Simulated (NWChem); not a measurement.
System: C3H6OSi; SMILES C1=C[SiH2]OC1

NWChem input:

```
start job
memory heap 200 mb stack 900 mb global 1100 mb
geometry units angstroms noautosym nocenter noautoz
  C      0.632534     1.333598     0.000000
  C      1.346245     0.196619     0.000000
  Si     0.104374    -1.191288     0.000000
  O     -1.224004    -0.156248     0.000000
  C     -0.864596     1.200984     0.000000
  H      1.074286     2.337895     0.000000
  H      2.438523     0.195204     0.000000
  H      0.116701    -2.073383     1.206313
  H      0.116701    -2.073383    -1.206313
  H     -1.294307     1.709103    -0.885766
  H     -1.294307     1.709103     0.885766
end
basis spherical
  C library sto-3g
  Si library sto-3g
  O library sto-3g
  H library sto-3g
end
dft
  xc hfexch
  iterations 150
end
property
  shielding 9 1 2 3 4 5 6 7 8 10
end
task dft property
```

STO-3G and 3-21G are far too small for this property and stand as cheap habits. All runs use the structure optimised with PBE0/def2-SVP.

GIAO values for the isolated, static molecule; σ is the absolute isotropic shielding, δ = σ(reference) − σ with the isolated reference molecule computed at the same levels (13C: tetramethylsilane, 1H: tetramethylsilane, 29Si: tetramethylsilane).

Atoms are numbered as in the input.

### Question
What results follow from this input? (Hartree-Fock/STO-3G, GIAO.) Quantities: δ C1 (ppm); δ C2 (ppm); δ Si3 (ppm); δ C5 (ppm); δ H6 (ppm); δ H7 (ppm); δ H8 (ppm).

### Answer
- δ C1 (ppm): 133.4
- δ C2 (ppm): 118.5
- δ Si3 (ppm): -1.6
- δ C5 (ppm): 59.7
- δ H6 (ppm): 6.18
- δ H7 (ppm): 6.03
- δ H8 (ppm): 2.47
